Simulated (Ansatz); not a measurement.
`[SiH3][SiH2][SiH2][SiH2][GeH2][SiH3]` + H–F → `[F][GeH2][SiH3]` + `[SiH3][SiH2][SiH2][SiH3]`  (cleavage of the Ge–Si bond)

Calculated with Ansatz (gas phase, PBE0-D4/def2-TZVP geometries, no zero-point term in ΔE). CCSD(T)/CBS adds triple-zeta CCSD(T) − MP2 to the extrapolated MP2 energy (def2 sets, frozen cores). This one scheme is used for every species. Functionals use def2-TZVPP. B3LYP here is the variant with VWN-RPA as its local correlation; programs differ in this. HSE06 is defined as in plane-wave codes. For Ge outer-core shells are correlated without core-valence functions, which leaves a few kJ/mol of doubt a bond. Scalar relativity is left out up to krypton. One conformer a species, not always the lowest.

| level | ΔE (kcal/mol) | difference from CCSD(T)/CBS |
| --- | --- | --- |
| PBE-D4 | -1.2 | 0.6 |
| B97M-V | -7.1 | -5.3 |
| r2SCANh-D4 | -4.0 | -2.2 |
| HSE06-D4 | -0.7 | 1.1 |
| B3LYP | -11.2 | -9.4 |
| r2SCAN0 | -4.9 | -3.1 |
| HSE06 | -4.5 | -2.7 |
| BHLYP | -11.5 | -9.7 |
| CAM-B3LYP | -11.4 | -9.6 |
| MP2/CBS(def2) | -0.7 | 1.1 |
| CCSD(T)/CBS | -1.8 | 0 |

Largest T1 diagnostic among the species: 0.014.

At CCSD(T), def2-SVP lies −4.5 kcal/mol from the extrapolated value and def2-TZVPP −1.4 kcal/mol. From r2SCAN to r2SCAN0 (25 % exact exchange), in def2-TZVPP and without D4, ΔE moves by +1.0 kcal/mol.
